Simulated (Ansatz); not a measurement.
C3H10N, charge +1, singlet, at a GFN2-xTB geometry; MP2/STO-3G (Ansatz, a first-principles code).

Input for Ansatz:
Ansatz 0.2 input:
```yaml
crystal:
  periodic: [false, false, false]
  atoms:
    - {symbol: N, position_ang: [-0.00145735, -0.00078979, 0.34907080]}
    - {symbol: C, position_ang: [-0.00683148, 1.40360564, -0.09889597]}
    - {symbol: C, position_ang: [1.21940542, -0.69518278, -0.09852509]}
    - {symbol: C, position_ang: [-1.21129590, -0.70773025, -0.10870151]}
    - {symbol: H, position_ang: [-0.00247043, 1.44135056, -1.18709760]}
    - {symbol: H, position_ang: [0.87339726, 1.92496286, 0.27271406]}
    - {symbol: H, position_ang: [-0.89547623, 1.91583180, 0.26530846]}
    - {symbol: H, position_ang: [1.25459564, -0.71020410, -1.18671739]}
    - {symbol: H, position_ang: [1.22922597, -1.72074149, 0.26595109]}
    - {symbol: H, position_ang: [2.10574056, -0.18427709, 0.27308679]}
    - {symbol: H, position_ang: [-1.23721663, -0.72306702, -1.19714967]}
    - {symbol: H, position_ang: [-2.10593863, -0.20601809, 0.25545409]}
    - {symbol: H, position_ang: [-1.21357974, -1.73335144, 0.25572399]}
    - {symbol: H, position_ang: [-0.00574458, -0.00311317, 1.37596602]}
basis:
  gaussian:
    orbitals: STO-3G
total_charge: 1
magnetization: {spin_polarized: false}
correlation: {method: mp2, electrons: outside_noble_gas}
accuracy: high
```

Task: Write the output that Ansatz gives for this input, abridged.

Result: 
```
Functional definition: HF
647 factors; integrals over basis functions are off by at most 3.6e-9 eV
mean field evaluation 1: about -4669.4120 eV, gradient 1.2e1 eV
mean field evaluation 2: about -4669.7067 eV, gradient 1.2e1 eV
mean field evaluation 4: about -4670.2798 eV, gradient 1.0e0 eV
mean field evaluation 8: about -4670.2823 eV, gradient 4.5e-7 eV
mean field -4670.28225024 eV, -171.6297070654 hartree, gradient 3.5e-8 eV, S^2 0.000000; 0 other end points of the search recorded, 0 dependent functions left out
4 core orbitals not correlated
reference -4670.28225024 eV, -171.6297070654 hartree; 13, 13 occupied and 13, 13 virtual orbitals, 647 factors
second order -5.85368857 eV of doubles, -0.00000000 eV of singles
Total energy: -4676.13593881 eV, -171.8448261524 hartree
```
